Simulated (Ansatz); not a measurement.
Program: Ansatz. Geometries: PBE0-D4/def2-TZVP. ΔE: electronic, gas phase. CBS: MP2 limit from def2 TZ/QZ plus the TZ coupled-cluster correction, frozen cores. This one scheme is used for every species. DFT in def2-TZVPP. For Mg outer-core shells are correlated without core-valence functions, which leaves a few kJ/mol of doubt a bond. One conformer a species, not always the lowest.

Consider the hydrogenolysis of a Mg–N bond: `C[N](C)[Mg][F]` + H₂ → `[F][MgH]` + `CNC`.

`C[N](C)[Mg][F]`:

```xyz
11

C     0.531    0.813    0.904
N    -0.220    0.012   -0.028
C     0.651   -0.883   -0.746
Mg   -2.087    0.123   -0.279
F    -3.823    0.225   -0.512
H     1.296    1.429    0.403
H     1.062    0.198    1.650
H    -0.116    1.500    1.461
H     1.422   -0.343   -1.321
H     0.096   -1.502   -1.459
H     1.187   -1.572   -0.072
```

H₂:

Cartesian coordinates in Å:
```
H 0.188 -0.182 0.266
H -0.188 0.182 -0.266
```

`[F][MgH]`:

```xyz
3

F    -1.368    0.163   -1.051
Mg    0.018   -0.002    0.014
H     1.350   -0.161    1.038
```

`CNC`:

Cartesian coordinates in Å:
```
C 0.862 0.049 -0.845
N -0.125 0.699 -0.016
C -0.932 -0.238 0.732
H 1.481 0.797 -1.344
H 0.358 -0.534 -1.623
H 1.526 -0.641 -0.296
H 0.329 1.342 0.618
H -1.532 -0.835 0.039
H -1.622 0.301 1.384
H -0.347 -0.940 1.351
```

| level | ΔE (kJ/mol) |
| --- | --- |
| r2SCAN-D4 | 20.9 |
| ωB97X-V | 10.9 |
| PBE-QIDH | 15.4 |
| r2SCAN0 | 14.0 |
| HF/def2-SVP | -2.2 |
| MP2/def2-SVP | 34.7 |
| SCS-MP2/def2-TZVPP | 24.8 |
| MP2/CBS(def2) | 35.0 |

**Question.** What does CCSD(T)/CBS give? (Estimate.)

**Answer.** Ansatz gave: +23.4 kJ/mol. The listed levels differ from it by -2.5, -12.5, -8.0, -9.4, -25.6, 11.3, 1.4, 11.6 kJ/mol.

**Question.** What do rigid-rotor, harmonic-oscillator terms from PBE0-D4/def2-TZVP frequencies (298.15 K, 1 bar) make of the CCSD(T)/CBS value? (Estimate.)

**Answer.** Ansatz gave: ΔZPE = +17.0 kJ/mol, ΔH = +35.2 kJ/mol, ΔS = 24 J/(mol·K), ΔG = +28.1 kJ/mol.

Largest T1 diagnostic among the species: 0.011.

The D4 term adds +6.0 kJ/mol with B3LYP and +3.3 kJ/mol with PBE0; it sums over pairs of atoms, weighted by their polarisabilities, and B3LYP, whose exchange is more repulsive, gets the larger term. In def2-TZVPP, CCSD(T) changes the Hartree–Fock value by +30.6 kJ/mol (the triples alone add +5.1 kJ/mol) and MP2 by +42.2 kJ/mol.

B3LYP here is the variant with VWN-RPA as its local correlation; programs differ in this.
